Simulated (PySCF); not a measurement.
Calculation: M06-2X/def2-TZVP run with PySCF 2.14.0. Gas-phase values, no solvent. Excitations are Tamm–Dancoff values on a coarser integration grid. The basis has no diffuse functions, so Rydberg states are missing or too high.

Reference species (SMILES): `BCl` (neutral, multiplicity 1).

* **S1 excitation (TDA)**: 5.08 eV
* **LUMO**: -0.85 eV
* **HOMO**: -9.97 eV

Changed species: `BSC` (X = methylthio; the reference has X = chloro).

**Question.** What does the change do to the S1 excitation (TDA), LUMO and HOMO?

**Answer.** the S1 excitation (TDA) increases by 0.82 eV, to 5.90 eV; the LUMO rises by 0.58 eV, to -0.27 eV; the HOMO rises by 1.09 eV, to -8.88 eV.
